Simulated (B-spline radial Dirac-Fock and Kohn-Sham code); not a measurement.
Ionisation of each subshell: Rh⁴¹⁺

System: the Rh⁴¹⁺ ion, configuration [He] 2s2; nuclear rms radius 4.4945 fm (A = 103).

Input of the calculation (task.json; shells as n, l, electrons):

```json
{"items": [{
  "Z": 45,
  "q": 41,
  "cfg": [[1, 0, 2], [2, 0, 2]],
  "A": 103,
  "rrms": 4.4945,
  "do": ["binding"]
}]}
```

Launch: `python xray_run.py task.json out`

Level of theory: multi-electron Dirac-Fock with separately optimised hole states, Breit and Lamb-shift corrections added in first order; a radial finite-basis atomic code. Correlation and solid-state effects are left out. Energies are counted from the vacuum level.

All terms are in eV, carry their sign (relaxation lowers the binding energy) and add up to the binding energy; ⟨r⟩ is the mean radius of the orbital in the initial state.

| subshell | −ε (Koopmans) | relaxation | Gaunt | retardation | QED | binding energy | ⟨r⟩ (bohr) |
| --- | --- | --- | --- | --- | --- | --- | --- |
| K | 27049.0 | -4.94 | -36.65 | 0.37 | -23.05 | 26984.8 | 0.032 |
| L1 | 6444.0 | -0.31 | -4.08 | 0.38 | -3.17 | 6436.8 | 0.133 |

For the deepest level, K (1s), the Breit terms make up -0.134 % of the binding energy, QED -0.085 % and orbital relaxation -0.018 %.

Going to the tabulated ground configuration of the next ion removes an electron from L1 (2s), computed at 6436.8 eV. NIST lists 6444 ± 6 eV as the ionisation energy of this species (semi-empirical), +7.21 eV from the computed value.
